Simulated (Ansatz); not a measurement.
Molecule: CCl$_{2}$F, charge 0, multiplicity 2. It need not be the lowest isomer of its formula. 
Coordinates optimised at B3LYP-D3(BJ)/def2-TZVP (Ansatz, a first-principles code):
```
C
F 1 1.3289
Cl 1 1.7235 2 113.28
Cl 1 1.7235 2 113.28 3 137.42
```
Charge 0, spin multiplicity 2.

Problem. Give the harmonic wavenumbers at B3LYP-D3(BJ)/def2-TZVP (Ansatz, finite differences of forces, unscaled).

Solution. 280, 378, 457, 585, 892, 1151 cm⁻¹. Zero-point energy 5.4 kcal/mol.

Problem. From these and the geometry, give the ideal-gas thermochemistry at 298.15 K and 1 atm (rigid rotor, harmonic oscillator).

Solution. Point group Cs, rotational symmetry number 1. Rotational constants 7.392, 3.247, 2.284 GHz. S(trans) 39.77, S(rot) 26.18, S(vib) 4.03, S(elec, spin only) 1.38, S 71.4 cal/(mol K). H(298) - H(0) 3.17 kcal/mol; G - E(el) -12.8 kcal/mol.
